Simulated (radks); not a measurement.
The numbers below are computed, except where a source is named.
Problem. Excited configurations of neutral tellurium: one electron is placed in a higher orbital outside [Kr] 4d10 5s2 5p3. The ground configuration is [Kr] 4d10 5s2 5p4. Code: a radial shooting solver on a logarithmic mesh with Libxc functionals. Model: Dirac Kohn-Sham, LDA (Slater exchange, Perdew-Wang correlation), spin-unpolarised, spherical densities, finite nucleus; open shells are shared between the two j in proportion to 2j + 1; Fermi nuclear charge, rms radius 4.7423 fm. Excitation = E - E(ground); binding = E(ion) - E, where the ion is the core of charge +1; n* = 1/sqrt(2 binding) in atomic units, and the quantum defect is n - n*. Eigenvalue and <r> are those of j = l + 1/2.

| outer orbital | excitation (eV) | binding (eV) | n* | quantum defect | eigenvalue (eV) | <r> (bohr) |
|---|---|---|---|---|---|---|
| 4f | 9.016 | 0.916 | 3.854 | 0.146 | -0.437 | 17.31 |
| 5d | 7.845 | 2.087 | 2.553 | 2.447 | -0.669 | 7.237 |
| 5f | 9.297 | 0.635 | 4.627 | 0.373 | -0.369 | 29.20 |
| 6s | 6.390 | 3.542 | 1.960 | 4.040 | -1.994 | 6.232 |
| 6d | 8.697 | 1.235 | 3.319 | 2.681 | -0.663 | 14.98 |
| 6f | 9.471 | 0.461 | 5.433 | 0.567 | -0.290 | 43.69 |
| 7s | 8.280 | 1.652 | 2.870 | 4.130 | -1.007 | 13.29 |
| 7p | 8.681 | 1.251 | 3.298 | 3.702 | -0.741 | 16.77 |
| 7d | 9.149 | 0.783 | 4.169 | 2.831 | -0.476 | 25.85 |
| 7f | 9.584 | 0.348 | 6.249 | 0.751 | -0.229 | 60.81 |

Estimate the row for 6p.

Solution. excitation (eV) 7.613; binding (eV) 2.319; n* 2.422; quantum defect 3.578; eigenvalue (eV) -1.223; <r> (bohr) 8.506. The Delta-SCF ionisation energy is 9.932 eV (NIST Atomic Spectra Database: 9.010 eV, measured). Self-interaction in the functional shifts the binding energies and quantum defects, so they are the method's values and not measured ones. Spin polarisation and multiplet splitting are left out, so open shells lie too high by an amount that depends on their filling. Sharing an open shell by 2j + 1 raises it above the true ground level by a part of the spin-orbit splitting, which enters the differences from NIST.

Beside tabulated values, note that spin-unpolarised runs miss the spin-polarisation part of the exchange energy of open shells.
